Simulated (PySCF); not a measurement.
C₉H₁₂O, SMILES CC(C)c1ccccc1O, GFN2-xTB optimised geometry.

```
22

C     -1.19    -2.29     1.26
C     -1.46    -1.47     0.00
C     -1.19    -2.29    -1.26
C     -0.66    -0.19     0.00
C     -1.30     1.04     0.00
C     -0.61     2.23     0.00
C      0.77     2.22     0.00
C      1.44     1.01     0.00
C      0.74    -0.19     0.00
O      1.42    -1.38     0.00
H     -0.16    -2.61     1.28
H     -1.39    -1.69     2.15
H     -1.83    -3.17     1.28
H     -2.52    -1.19     0.00
H     -1.83    -3.17    -1.27
H     -0.15    -2.62    -1.27
H     -1.38    -1.70    -2.15
H     -2.38     1.05     0.00
H     -1.15     3.17     0.00
H      1.33     3.14     0.00
H      2.52     0.99     0.00
H      2.37    -1.20     0.00
```

Density from CAM-B3LYP/def2-SVP run with PySCF at that geometry.

Minimum of the electron density along straight lines between bonded atoms, close to the bond critical point (lines longer than 1.1 times the sum of covalent radii, or with two minima, are not listed):

```csv
bond,length / Å,ρ at the minimum / e bohr⁻³,∇²ρ there / e bohr⁻⁵,position (fraction from the first atom)
C1–C2,1.530,0.244,-0.56,0.50
C2–C3,1.530,0.244,-0.56,0.50
C2–C4,1.509,0.255,[?],0.49
C4–C5,1.387,0.312,-0.80,0.50
C5–C6,1.384,0.315,-0.82,0.50
C6–C7,1.382,0.316,-0.82,0.50
C7–C8,1.382,0.314,-0.81,0.50
C4–C9,1.400,0.308,-0.79,0.48
C8–C9,1.389,0.315,-0.82,0.48
C9–O10,1.366,0.283,-0.33,0.33
C1–H11,1.086,0.280,-1.06,0.64
C1–H12,1.088,0.277,-1.02,0.63
C1–H13,1.088,0.276,-1.01,0.62
C2–H14,1.096,0.277,-1.00,0.62
C3–H15,1.088,0.276,-1.01,0.62
C3–H16,1.086,0.280,-1.06,0.64
C3–H17,1.088,0.277,-1.02,0.63
C5–H18,1.081,0.283,-1.08,0.63
C6–H19,1.079,0.283,-1.08,0.63
C7–H20,1.080,0.284,-1.09,0.63
C8–H21,1.083,0.279,-1.03,0.62
O10–H22,0.965,[?],[?],0.81
```

**Question.** Some entries are withheld; supply them.

**Answer.** 
- C2–C4, ∇²ρ there / e bohr⁻⁵: -0.60
- O10–H22, ρ at the minimum / e bohr⁻³: 0.354
- O10–H22, ∇²ρ there / e bohr⁻⁵: -2.30
